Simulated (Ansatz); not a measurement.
Ru(P5)2 (P10Ru). The state is a singlet with charge 0. Geometry PBE0-D4/def2-SVP.

Cartesian coordinates in Å:
```
Ru 0.000 0.000 0.000
P 1.454 -0.619 1.939
P 1.665 1.391 1.245
P -0.289 2.240 1.076
P -1.707 0.755 1.665
P -0.630 -1.010 2.201
P -0.459 1.142 -2.177
P 1.481 0.264 -1.999
P 1.239 -1.740 -1.301
P -0.852 -2.103 -1.056
P -1.901 -0.321 -1.593
```

In the def2 sets Ru takes a core potential, while STO-3G treats all electrons; there is no spin–orbit coupling.

Question: Estimate the orbital energies around the gap (eV) in Ansatz with HF/STO-3G, HF/def2-TZVP, PBE-D4/def2-SVP, r2SCAN-D4/def2-TZVP, r2SCAN0-D4/def2-TZVP.

Answer: 
```
orbital  HF/STO-3G  HF/def2-TZVP  PBE-D4/def2-SVP  r2SCAN-D4/def2-TZVP  r2SCAN0-D4/def2-TZVP
 HOMO−5      -6.32        -10.50            -7.52                -7.69                 -8.71
 HOMO−4      -6.31        -10.49            -6.76                -6.92                 -7.86
 HOMO−3      -6.29        -10.02            -6.75                -6.91                 -7.85
 HOMO−2      -6.28        -10.01            -5.85                -5.99                 -7.25
 HOMO−1      -5.00         -8.62            -5.84                -5.97                 -6.81
   HOMO      -5.00         -8.61            -5.84                -5.96                 -6.81
   LUMO       5.40          0.61            -3.52                -3.47                 -2.73
 LUMO+1       5.40          0.61            -3.52                -3.47                 -2.73
 LUMO+2       5.43          0.81            -3.05                -3.04                 -2.36
 LUMO+3       5.43          0.81            -3.05                -3.04                 -2.36
 LUMO+4       7.05          1.17            -2.76                -2.73                 -2.00
 LUMO+5       7.05          1.18            -2.76                -2.73                 -2.00
```
